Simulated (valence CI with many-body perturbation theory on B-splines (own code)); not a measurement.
**Hf: calculated level list**

Calculated by valence CI with perturbative core correlation (CI+MBPT): four valence electrons over a frozen Dirac-Fock core [Xe] 4f14, a basis of 7 s, 7 p, 8 d, 6 f, 4 g, 1 h functions for each j, with the one-electron correlation potential Σ1, the two-electron term Σ2, the three-electron term Σ3, Breit, model QED; selected CI, second order for the rest, scaled by the run's own slope (own B-spline code, finite nucleus).

Set against measurement, 28 paired levels are off by 252 cm⁻¹ on average, the worst by 727. These come from a selection out of the NIST Handbook of Basic Atomic Spectroscopic Data. Levels without a partner in it may be off by more, other configurations by 1,000 to 4,000 cm⁻¹. Among the levels kept, up to 870 cm⁻¹ of a level comes from second order outside the variational space, and about a tenth of that is noise between levels of different J, which matters for small intervals.

Levels 46 to 90 of 222, with energies above the lowest level, 5d2 6s2 3F_2. "Leading %" is the weight of the configuration and term that name the level; weights of strongly mixed levels are sums over their largest components and can fall short. In the jj column 3d3/2^4 stands for four electrons in 3d with j = 3/2.

```tsv
No.	Configuration	Term	J	E (cm⁻¹)	Leading %	Second component	g	Leading jj
46	5d2 6s 6p	5G°	6	24880	96		1.332	5d5/2^2 6s 6p3/2 (69 %)
47	5d3 6s	3P	0	24975	64	11 % 5d2 6s2 3P		5d3/2^2 5d5/2 6s (59 %)
48	5d3 6s	3H	4	24976	65	13 % 5d3 6s 3G	0.866	5d3/2^2 5d5/2 6s (49 %)
49	5d2 6s 6p	5D°	2	25178	76	6 % 5d2 6s 6p 3D°	1.440	5d3/2^2 6s 6p3/2 (38 %)
50	5d2 6s 6p	5F°	5	25611	80	10 % 5d2 6s 6p 3G°	1.369	5d3/2 5d5/2 6s 6p3/2 (43 %)
51	5d2 6s 6p	5D°	3	25912	70	7 % 5d 6s2 6p 3D°	1.424	5d3/2 5d5/2 6s 6p3/2 (30 %)
52	5d3 6s	3D	3	25912	61	20 % 5d3 6s 3F	1.277	5d3/2 5d5/2^2 6s (55 %)
53	5d3 6s	3F	4	26008	74	6 % 5d3 6s 1G	1.203	5d3/2 5d5/2^2 6s (59 %)
54	5d3 6s	3H	6	26217	90		1.167	5d3/2 5d5/2^2 6s (90 %)
55	5d3 6s	3H	5	26257	66	23 % 5d3 6s 3G	1.079	5d3/2 5d5/2^2 6s (56 %)
56	5d3 6s	3P	1	26408	59	9 % 5d2 6s2 3P	1.419	5d3/2 5d5/2^2 6s (51 %)
57	5d 6s2 6p	1P°	1	26675	40	14 % 5d2 6s 6p 3D°	1.015	5d5/2 6s^2 6p3/2 (28 %)
58	5d2 6s 6p	5D°	4	26924	86		1.477	5d5/2^2 6s 6p1/2 (40 %)
59	5d2 6s 6p	5D°	0	26925	78	9 % 5d2 6s 6p 1S°		5d3/2^2 6s 6p1/2 (49 %)
60	5d2 6s 6p	3F°	2	26953	22	18 % 5d2 6s 6p 5D°	0.988	5d3/2 5d5/2 6s 6p1/2 (37 %)
61	5d2 6s 6p	3G°	3	27355	31	20 % 5d2 6s 6p 3F°	1.072	5d3/2 5d5/2 6s 6p1/2 (28 %)
62	5d2 6s 6p	5D°	1	27381	53	16 % 5d 6s2 6p 1P°	1.362	5d3/2 5d5/2 6s 6p1/2 (62 %)
63	5d3 6s	3P	2	27724	45	12 % 5d3 6s 3D	1.386	5d5/2^3 6s (32 %)
64	5d2 6s 6p	3S°	1	27738	44	19 % 5d2 6s 6p 5P°	1.837	5d3/2^2 6s 6p1/2 (27 %)
65	5d3 6s	3P	1	27756	49	28 % 5d3 6s 1P	1.297	5d3/2^2 5d5/2 6s (50 %)
66	5d2 6s 6p	5D°	2	27939	31	19 % 5d2 6s 6p 3F°	1.134	5d3/2 5d5/2 6s 6p1/2 (57 %)
67	5d2 6s 6p	1S°	0	27972	53	17 % 5d3 6p 1S°		5d3/2 5d5/2 6s 6p1/2 (46 %)
68	5d2 6s 6p	3G°	3	28201	52	11 % 5d2 6s 6p 5D°	1.001	5d3/2 5d5/2 6s 6p1/2 (40 %)
69	5d2 6s 6p	3D°	1	28530	23	12 % 5d2 6s 6p 5D°	0.958	5d3/2 5d5/2 6s 6p3/2 (29 %)
70	5d2 6s 6p	3G°	4	28825	76	4 % 5d2 6s 6p 5F°	1.062	5d3/2 5d5/2 6s 6p3/2 (31 %)
71	5d3 6s	3P	0	29031	78	6 % 5d4 3P		5d3/2 5d5/2^2 6s (71 %)
72	5d2 6s 6p	5S°	2	29098	57	14 % 5d2 6s 6p 3D°	1.742	5d3/2 5d5/2 6s 6p3/2 (28 %)
73	5d3 6s	3P	2	29236	68	10 % 5d4 3P	1.435	5d3/2 5d5/2^2 6s (30 %)
74	5d2 6s 6p	5D°	2	29414	41	23 % 5d2 6s 6p 5S°	1.528	5d3/2 5d5/2 6s 6p3/2 (38 %)
75	5d2 6s 6p	3F°	3	29609	43	23 % 5d2 6s 6p 5D°	1.219	5d3/2 5d5/2 6s 6p3/2 (30 %)
76	5d3 6s	1G	4	29840	40	32 % 5d3 6s 3F	1.092	5d5/2^3 6s (37 %)
77	5d2 6s 6p	3F°	4	30420	60	11 % 5d 6s2 6p 3F°	1.267	5d3/2 5d5/2 6s 6p3/2 (33 %)
78	5d2 6s 6p	3G°	5	30518	69	13 % 5d2 6s 6p 5F°	1.211	5d5/2^2 6s 6p3/2 (51 %)
79	5d3 6s	3F	2	30554	55	11 % 5d3 6s 1D	0.842	5d3/2 5d5/2^2 6s (64 %)
80	5d3 6s	3F	3	30590	75		1.094	5d3/2 5d5/2^2 6s (50 %)
81	5d2 6s 6p	5D°	3	30987	46	21 % 5d2 6s 6p 3D°	1.387	5d3/2 5d5/2 6s 6p3/2 (56 %)
82	5d3 6s	3F	4	30992	57	24 % 5d3 6s 1G	1.171	5d3/2 5d5/2^2 6s (60 %)
83	5d3 6s	1H	5	31004	86		1.005	5d3/2 5d5/2^2 6s (71 %)
84	5d3 6s	1D	2	31027	43	16 % 5d3 6s 3F	0.978	5d5/2^3 6s (30 %)
85	5d2 6s 6p	1D°	2	31103	35	24 % 5d2 6s 6p 3F°	0.920	5d3/2 5d5/2 6s 6p1/2 (30 %)
86	5d3 6s	1P	1	31352	49	29 % 5d3 6s 3P	1.161	5d5/2^3 6s (52 %)
87	5d2 6s 6p	5D°	4	31601	71	14 % 5d2 6s 6p 3F°	1.422	5d3/2 5d5/2 6s 6p3/2 (50 %)
88	5d2 6s 6p	5P°	2	31672	68	7 % 5d2 6s 6p 5S°	1.689	5d3/2 5d5/2 6s 6p3/2 (35 %)
89	5d2 6s 6p	5P°	1	31706	60	17 % 5d2 6s 6p 3S°	2.144	5d3/2 5d5/2 6s 6p3/2 (52 %)
90	5d2 6s 6p	3G°	3	32237	46	18 % 5d2 6s 6p 1F°	0.954	5d3/2 5d5/2 6s 6p1/2 (30 %)
```

Names give the largest LS component (configuration and term), which can be under half, so a name can repeat, a term be missing and a line seem to break the LS rules; names also repeat where a configuration has a term twice.
